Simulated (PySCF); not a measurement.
B(AsH2)(F)(H) (AsBFH₃), SMILES FB[AsH2]. Geometry: PBE-D3(BJ)/def2-TZVP.

Computed equilibrium geometry at PBE-D3(BJ)/def2-TZVP (PySCF confirms it by a frequency run) as bond lengths and angles:
Atoms: B1 As2 H3 H4 F5 H6. Bonds (Å): B1–As2 2.039, B1–F5 1.333, B1–H6 1.206, As2–H3 1.530, As2–H4 1.530. Bond angles (°): As2–B1–F5 120.1, As2–B1–H6 122.0, F5–B1–H6 117.5, B1–As2–H3 93.0, B1–As2–H4 95.2, H3–As2–H4 94.7.
